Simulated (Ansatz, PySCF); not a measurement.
H6OSn2, SMILES [SnH3][O][SnH3].

Coordinates come from a PBE0-D3(BJ)/def2-SVP optimisation. The geometry has at least one imaginary mode, so it is a saddle point at that level. The def2 effective core potentials stand for the cores of Sn; spin–orbit coupling is left out.

Vertical ionisation energy (IE) and electron affinity (EA) in eV. Rows of orbital energies are one-electron estimates. Where ΔSCF, EOM or ADC give a negative EA the extra electron is unbound and the value depends on the basis.

```json
[
 {"level": "−ε(HOMO), −ε(LUMO), HF/def2-TZVP (PySCF)", "IE": "11.34", "EA": "-1.77"},
 {"level": "−ε(HOMO), −ε(LUMO), PBE/def2-TZVP (PySCF)", "IE": "6.33", "EA": "1.81"},
 {"level": "ΔSCF, CAM-B3LYP/def2-TZVPD (Ansatz), final states of multiplicity 2 and 2", "IE": "9.78", "EA": "-0.42"},
 {"level": "ΔSCF, PBE/def2-TZVPD (Ansatz), final states of multiplicity 2 and 2", "IE": "9.27", "EA": "-0.09"}
]
```

Question: What vertical singlet–triplet gap does ΔSCF give with CAM-B3LYP/def2-TZVPD (Ansatz, a program for electronic structure) and with PBE/def2-TZVPD (Ansatz)? (The exact figures need the calculation; the answer reports its results.)

Answer: 5.09 and 4.52 eV (triplet above singlet where positive).
